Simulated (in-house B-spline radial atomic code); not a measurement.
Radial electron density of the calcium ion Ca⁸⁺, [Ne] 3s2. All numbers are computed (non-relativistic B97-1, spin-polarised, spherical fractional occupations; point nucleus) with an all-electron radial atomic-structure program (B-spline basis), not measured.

Columns: r (bohr), 4πr²n(r) (electrons per bohr), bar.

```
 0.00284   0.4842 #
 0.00337   0.6674 #
 0.00401   0.9211 ##
 0.00478    1.269 ##
 0.00568    1.729 ###
 0.00676    2.345 ####
 0.00804    3.151 ######
 0.00957      4.2 ########
  0.0114     5.54 ##########
  0.0135    7.144 #############
  0.0161     9.16 #################
  0.0192    11.51 #####################
  0.0228    14.07 ##########################
  0.0271    16.77 ###############################
  0.0323     19.4 ####################################
  0.0384    21.59 ########################################
  0.0457    23.03 ##########################################
  0.0544    23.42 ###########################################
  0.0647    22.64 ##########################################
   0.077    20.86 ######################################
  0.0916    18.66 ##################################
   0.109    16.87 ###############################
    0.13    16.37 ##############################
   0.154    17.56 ################################
   0.183    20.08 #####################################
   0.218    22.78 ##########################################
    0.26    23.99 ############################################
   0.309    22.51 #########################################
   0.368    18.31 ##################################
   0.437    12.81 #######################
    0.52    7.764 ##############
   0.619    4.583 ########
   0.737    3.312 ######
   0.876    2.949 #####
    1.04     2.48 #####
    1.24    1.627 ###
    1.48    0.769 #
    1.76   0.2565 
    2.09   0.0571 
    2.49 0.007529 
    2.96 0.0005756 
    3.52 2.263e-05
```

On this grid the curve has 2 maxima, near 0.0544, 0.26 bohr.

The 3s down radial function P(r) = rR(r), positive near the nucleus:

```tsv
r (bohr)	P
0.001	0.02086
0.00142	0.02937
0.002	0.04089
0.00284	0.05708
0.00401	0.0787
0.00568	0.1077
0.00804	0.1452
0.0114	0.1919
0.0161	0.245
0.0228	0.2989
0.0323	0.3387
0.0457	0.3386
0.0647	0.2631
0.0916	0.07944
0.13	-0.2097
0.183	-0.5036
0.26	-0.6169
0.368	-0.3301
0.52	0.3381
0.737	0.9932
1.04	1.095
1.48	0.6197
2.09	0.169
2.96	0.01697
```
